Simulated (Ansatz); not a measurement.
Relaxation of AlH₆NSSi₂ (11 atoms, charge 0, multiplicity 1), to a largest force component of 0.015 eV/Å in at most 40 steps.

Method: RKS B3LYP/def2-SVP in Ansatz 0.2.0.

```xyz
11
Properties=species:S:1:pos:R:3:forces:R:3
S -0.375 3.234 1.181 -1.72 -0.18 0.39
Al -0.137 1.124 0.522 -0.03 -0.89 0.67
N 0.201 -0.563 1.385 3.37 1.66 0.51
Si 0.400 -1.633 -0.030 -1.90 -0.88 1.27
Si -0.079 -0.085 -1.527 -0.72 1.00 -0.95
H -1.814 3.120 1.294 1.84 0.05 -0.17
H 1.222 -0.490 1.802 -2.57 -0.25 -0.05
H 1.717 -2.186 -0.182 1.00 -0.61 0.07
H -0.742 -2.632 0.054 0.60 -0.12 -0.11
H 1.074 0.249 -2.338 0.46 0.27 -0.88
H -1.403 -0.196 -2.140 -0.32 -0.05 -0.75
```

**Question.** Where does it end, and by what steps?

**Answer.** It converged. The force dipped under the threshold on the way, but the program's further checks kept it going. After 13 steps the energy has fallen by 1.537 eV; H6 moved furthest, 1.09 Å.

| step | energy less start (eV) | largest force component (eV/Å) | accepted |
| --- | --- | --- | --- |
| 0 | 0.0000 | 3.367 | yes |
| 1 | -0.8200 | 1.789 | yes |
| 2 | -1.1896 | 1.350 | yes |
| 3 | -1.3491 | 0.829 | yes |
| 4 | -1.4003 | 0.576 | yes |
| 5 | -1.4293 | 0.969 | yes |
| 6 | -1.4860 | 0.285 | yes |
| 7 | -1.5149 | 0.157 | yes |
| 8 | -1.5243 | 0.255 | yes |
| 9 | -1.5269 | 0.231 | yes |
| 10 | -1.5361 | 0.078 | yes |
| 11 | -1.5367 | 0.009 | yes |
| 12 | -1.5368 | 0.019 | yes |
| 13 | -1.5368 | 0.009 | yes |

```xyz
11
Properties=species:S:1:pos:R:3
S -0.652 2.903 1.747
Al -0.242 1.074 0.593
N 0.388 -0.456 1.310
Si 0.528 -1.615 -0.019
Si -0.265 -0.015 -1.587
H -1.066 3.604 0.665
H 0.638 -0.704 2.265
H 1.928 -2.097 -0.240
H -0.335 -2.826 0.157
H 0.714 0.409 -2.631
H -1.570 -0.334 -2.239
```

The run took 51 s on 2 threads of Arm Neoverse V2, on a shared host, peak memory 0.27 GiB.
